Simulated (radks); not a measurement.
Question: The mean radii <r> (bohr) of the occupied orbitals of an atom or ion are listed with their occupations. Calculated with a radial shooting solver on a logarithmic mesh with Libxc functionals: Dirac Kohn-Sham, exchange-only LDA, spin-unpolarised, spherical densities, finite nucleus; Fermi nuclear charge, rms radius of each element as measured or else 0.836 A^(1/3) + 0.57 fm.

orbital      occ.      <r>
1s1/2           2  0.04414
2s1/2           2   0.1960
2p1/2           2   0.1686
2p3/2           4   0.1724
3s1/2           2   0.5751
3p1/2           2   0.5831
3p3/2           4   0.5938
3d3/2           4   0.6273
3d5/2           6   0.6316
4s1/2           2    1.695
4p1/2    0.666667    1.977
4p3/2     1.33333    2.009

Name the element and its charge. Open shells, if any, are shared by 2j + 1.

Answer: Z = 34, selenium, charge +2: Se2+ in [Ar] 3d10 4s2 4p2. The 1s radius gives Z: for a bare nucleus <r> = (2 gamma + 1)/(2Z) with gamma = sqrt(1 - (Z/c)^2), 0.0432 bohr for Z = 34, and screening makes it slightly larger (0.04414 here). The occupations add up to 32, and the charge is Z minus that.
